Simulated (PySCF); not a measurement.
## Static response to an electric field

C7H5FN2.
Geometry (GFN2-xTB, Å), atoms numbered from 1 in this order:
```xyz
15
C7H5FN2 angstrom
C     -3.8536   -0.1438   -1.1070
C     -2.6853   -0.0565   -0.8456
C     -1.3165    0.0217   -0.4994
N     -0.4914    0.6650   -1.3174
N      0.7684    0.7701   -1.0568
C      1.3001    0.2447    0.0353
C      2.7664    0.4266    0.2344
C      0.5159   -0.4543    0.9655
C     -0.8235   -0.5639    0.6831
F     -1.6474   -1.2163    1.5178
H     -4.8719   -0.2101   -1.3510
H      3.1759    0.9897   -0.5985
H      3.2616   -0.5409    0.2958
H      2.9580    0.9622    1.1626
H      0.9389   -0.8862    1.8593
```

Level: PBE0/def2-SVPD (PySCF), static field, nuclei fixed, core orbitals frozen in the response. The polarisability tensor in these axes (au):

```
x   150.39   9.88  16.42
y     9.88  63.78 -11.29
z    16.42 -11.29  80.46
```

Question: Give the principal values, the mean and the anisotropy Δα = √{½[(α1 − α2)² + (α2 − α3)² + (α1 − α3)²]}.

Answer: Principal values 55.21, 84.78 and 154.63 au; mean 98.21 au = 14.55 Å³ = 16.19 × 10⁻⁴⁰ C²·m²/J; Δα = 88.42 au (90 % of the mean).

Question: What is the dipole moment, and where does it point?

Answer: (1.05, -1.27, 2.56) D, 3.04 D in size, pointing from the negative to the positive side. Measured along this direction, the outermost atoms are H11 at the negative end and H15 at the positive end.

Question: Molar refractivity from α?

Answer: Lorentz–Lorenz: R = (4π/3)N_A α = 2.5225 cm³/(mol·Å³) × 14.55 Å³ = 36.7 cm³/mol, in the limit of long wavelengths.

Question: Form Σ f/ω² (atomic units) for the 8 lowest TDDFT singlets, given as eV and f, and set it beside the mean polarisability, which is this sum over all singlets: 3.35, 0.0017; 3.92, 0.0012; 4.95, 0.1539; 5.21, 0.0001; 5.44, 0.2394; 5.92, 0.0006; 6.11, 0.0008; 6.38, 0.0775.

Answer: They add up to 12.26 au, 12.5 % of the 98.21 au; the largest single term is 6.00 au, from the state at 5.44 eV. Terms in order: 0.11, 0.06, 4.65, 0.00, 6.00, 0.01, 0.02, 1.41 au. Higher excitations give the rest. The strengths listed sum to 0.475.

Question: Orientational against electronic polarisability at 273 K (dilute gas, rigid molecules)?

Answer: In Gaussian units μ²/3kT = 81.88 Å³ against 14.55 Å³, a ratio of 5.63; the Debye molar polarisation (4π/3)N_A(α + μ²/3kT) is 243.2 cm³/mol, leaving out the vibrational part.

Isolated species at its GFN2-xTB geometry, gas phase.
